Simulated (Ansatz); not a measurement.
C$_{2}$H$_{6}$Ga+, SMILES `[CH3][Ga+][CH3]` at its PBE0-D4/def2-TZVP geometry, where that method's forces vanish. Charge 1, multiplicity 1.

```xyz
9

C    -1.1471    0.8392    1.2703
Ga    0.0000    0.0000    0.0000
C     1.1471   -0.8392   -1.2703
H    -0.5441    1.3900    1.9959
H    -1.7352    0.0775    1.7874
H    -1.8176    1.5298    0.7536
H     2.1884   -0.6406   -1.0061
H     0.9681   -1.9169   -1.2649
H     0.9404   -0.4397   -2.2659
```

(1) What forces (eV/Å) does r2SCAN-D4/def2-TZVPP give on these atoms in Ansatz 0.2.0? (Estimate.)

## Answers

(1) Computed: 
```
C1   0.017 -0.012 -0.019
Ga2  0.000  0.000  0.000
C3  -0.017  0.012  0.019
H4  -0.006 -0.015 -0.020
H5   0.017  0.010 -0.016
H6   0.018 -0.017  0.003
H7  -0.025  0.000  0.001
H8  -0.002  0.024  0.006
H9  -0.002 -0.003  0.025
```
